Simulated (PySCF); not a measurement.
CH5F2NSi2. Atoms are numbered in the order given.

```xyz
11

F     -3.2241     0.7713    -0.2683
Si    -2.0895     0.0130     0.6281
C     -0.3890     0.1973    -0.1934
N      0.5694    -0.3756     0.4277
Si     2.2681    -0.4773     0.0671
F      2.6648     0.3097    -1.3084
H     -2.0519     0.6401     1.9705
H     -2.4363    -1.4255     0.7107
H     -0.2347     0.7605    -1.1410
H      3.0008     0.1501     1.1882
H      2.6032    -1.9077    -0.1038
```

The structure is a stationary point at TPSSh-D3(BJ)/def2-SVP. The structure was generated by enumeration; whether it is a known compound was not checked. One conformer was computed; it need not be the lowest.

These are TPSSh-D3(BJ)/def2-SVP in PySCF values and carry that method's errors.

Frequencies are harmonic and unscaled.

Computed normal modes with their intensities:
```tsv
mode	ν (cm⁻¹)	IR (km/mol)	Raman (Å⁴/amu)	depolarisation	moving atoms (share of kinetic energy)
1	44	0.7	2.4	0.75	F 40 %, Si 33 %, H 23 %
2	55	0.7	0.2	0.38	F 67 %, N 17 %, C 12 %
3	116	1.4	0.7	0.75	C 45 %, H 26 %, N 14 %, F 10 %
4	137	20.2	2.8	0.44	Si 39 %, F 36 %, C 15 %, H 9 %
5	178	9.7	2.5	0.75	N 47 %, H 34 %, C 9 %
6	254	4.8	4.4	0.46	F 41 %, Si 33 %, N 12 %, C 9 %
7	385	18.9	1.6	0.40	N 39 %, Si 35 %, F 17 %
8	550	3.3	6.2	0.75	H 82 %, Si 15 %
9	670	180.2	1.5	0.75	H 65 %, Si 22 %
10	716	15.8	3.7	0.12	N 33 %, C 27 %, Si 24 %, H 12 %
11	731	15.5	16.8	0.75	H 93 %
12	757	0.2	15.9	0.75	H 95 %
13	762	49.7	0.9	0.62	C 42 %, Si 27 %, N 14 %, H 12 %
14	855	16.6	4.1	0.46	F 49 %, H 28 %, Si 21 %
15	860	25.8	6.3	0.63	F 49 %, H 32 %, Si 18 %
16	915	741.3	9.6	0.66	H 72 %, Si 19 %
17	928	10.8	1.6	0.75	H 62 %, C 29 %
18	950	38.9	26.9	0.61	H 78 %, Si 17 %
19	968	33.2	3.3	0.74	H 81 %, Si 15 %
20	971	258.8	17.6	0.74	H 79 %, Si 16 %
21	1339	12.9	9.8	0.17	H 80 %, C 12 %
22	1711	122.0	27.1	0.40	C 50 %, N 48 %
23	2287	62.1	176.8	0.07	H 98 %
24	2296	114.3	76.9	0.74	H 95 %
25	2308	83.8	251.8	0.07	H 98 %
26	2312	143.2	98.6	0.75	H 95 %
27	2954	52.5	145.7	0.41	H 92 %
```
